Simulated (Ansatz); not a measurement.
Start from `[CH3][GeH2][SeH]` and change one element to get `[CH3][GeH2][TeH]`.

Ansatz, PBE0-D4/def2-TZVP geometries, multiplicity 1. Each molecule was computed in one conformer, which needn't be the lowest.

Elements past krypton have def2 core potentials. Scalar relativity is left out up to krypton.

```
                                      property  `[CH3][GeH2][SeH]`
         HOMO–LUMO gap (B3LYP/def2-TZVPP) / eV                6.30
             HOMO energy (PBE/def2-TZVPP) / eV               -5.65
             LUMO energy (PBE/def2-TZVPP) / eV               -0.87
            LUMO energy (PBE0/def2-TZVPP) / eV                0.01
         HOMO energy (ωB97M-V/def2-TZVPP) / eV               -8.96
zero-point energy (PBE0-D4/def2-TZVP) / kJ/mol               158.7
```

Give the same properties after the change, and the shifts. (An estimate is asked.)

Computed: 
```json
{"property": "HOMO–LUMO gap (B3LYP/def2-TZVPP) / eV", "`[CH3][GeH2][TeH]`": "5.22", "shift": "-1.08"}
{"property": "HOMO energy (PBE/def2-TZVPP) / eV", "`[CH3][GeH2][TeH]`": "-5.29", "shift": "0.36"}
{"property": "LUMO energy (PBE/def2-TZVPP) / eV", "`[CH3][GeH2][TeH]`": "-1.44", "shift": "-0.57"}
{"property": "LUMO energy (PBE0/def2-TZVPP) / eV", "`[CH3][GeH2][TeH]`": "-0.64", "shift": "-0.65"}
{"property": "HOMO energy (ωB97M-V/def2-TZVPP) / eV", "`[CH3][GeH2][TeH]`": "-8.40", "shift": "0.56"}
{"property": "zero-point energy (PBE0-D4/def2-TZVP) / kJ/mol", "`[CH3][GeH2][TeH]`": "155.5", "shift": "-3.2"}
```

With PBE0 the HOMO rises by 0.48 eV and the LUMO falls by 0.65 eV, so the gap narrows by about 1.13 eV. PBE moves the HOMO by 0.36 eV and ωB97M-V by 0.56 eV.

B3LYP here is the variant with VWN-RPA as its local correlation; programs differ in this.

Spin–orbit coupling is left out; it splits and shifts lone-pair levels of the heavy atoms by tenths of an eV.
